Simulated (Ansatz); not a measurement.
Ideal-gas functions of BFH3NOSi (`NB1O[SiH]1F`) at 298.15 K and 1 bar, from an Ansatz frequency run at PBE0-D4/def2-TZVP.

Molar mass 90.93 g/mol, point group C1 (symmetry number 1), electronic degeneracy 1, moments of inertia 42.525, 215.246, 227.244 u Å². Harmonic wavenumbers (cm⁻¹, unscaled): 157, 261, 303, 404, 451, 545, 567, 650, 740, 850, 887, 930, 1160, 1511, 1637, 2263, 3615, 3732.

Use S(trans) = R[1.5 ln M + 2.5 ln T − 1.1517]; rotational temperatures θ = 24.2544 K / I; S(rot) = R[ln(√π/σ · √(T³/θAθBθC)) + 1.5]; for each mode x = 1.438777 ν̃/T, S = R[x/(eˣ − 1) − ln(1 − e⁻ˣ)] and H = RT x/(eˣ − 1); 1 cm⁻¹ = 0.0119627 kJ/mol; R = 8.31446 J/(mol·K).

Question: By hand: the entropy, in J/(mol·K).

Answer: Translation 165.1. Rotation: θ = 0.5704, 0.1127, 0.1067 K, giving 109.0. Vibration, mode by mode: 10.82, 6.92, 5.86, 3.97, 3.32, 2.32, 2.13, 1.55, 1.10, 0.71, 0.62, 0.52, 0.20, 0.05, 0.03, 0.00, 0.00, 0.00, in all 40.1. Electronic 0.0. Sum 314.2 J/(mol·K).

Question: By hand: H − E and G − E in kJ/mol, counted from the electronic energy.

Answer: Zero-point energy ½ × 20663 × 0.0119627 = 123.6; thermal vibration 7.6; translation, rotation and pV give 4 RT = 9.9. H − E = 141.1 kJ/mol, and G − E = 141.1 − 298.15 × 314.2/1000 = 47.4 kJ/mol.

Vibration gives 13 % of the entropy. The sum counts one conformer and one mirror image; others add a mixing term.
